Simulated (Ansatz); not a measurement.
Program: Ansatz. Geometries: PBE0-D4/def2-TZVP. ΔE: electronic, gas phase. CCSD(T)/CBS is the MP2 limit (def2-TZVPP, def2-QZVPP) plus CCSD(T) − MP2 in def2-TZVPP, frozen cores. DFT in def2-TZVPP. Each species was taken in one conformer, which may not be the lowest.

`BC(F)CC` → `CCB(C)F`  (isomerisation)

```tsv
species	PBE energy (Eh)
`BC(F)CC`	-243.57641
`CCB(C)F`	-243.68720
```

Question: Work out ΔE.

Answer: ΔE = (-243.68720) − (-243.57641) = -0.11079 Eh = -3.01 eV. CCSD(T)/CBS gives -3.03 eV.

Largest T1 diagnostic among the species: 0.011.

In def2-TZVPP, CCSD(T) changes the Hartree–Fock value by −0.07 eV (the triples alone add −0.00 eV) and MP2 by −0.16 eV.
